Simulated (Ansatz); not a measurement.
Name a neutral molecule of B, C, O, Si and H with size of the dipole moment (PBE/def2-TZVPP) between 1.85 and 2.15 D and HOMO–LUMO gap (PBE/def2-TZVPP) between 4.25 and 4.55 eV (Ansatz, PBE0-D4/def2-TZVP geometry).

`[SiH3]B1C[SiH2]O1` (1.91 D, 4.28 eV); `CO[SiH2]BO` (2.01 D, 4.51 eV). Other molecules can fit too; these were computed, each in one conformer that needn't be the lowest.
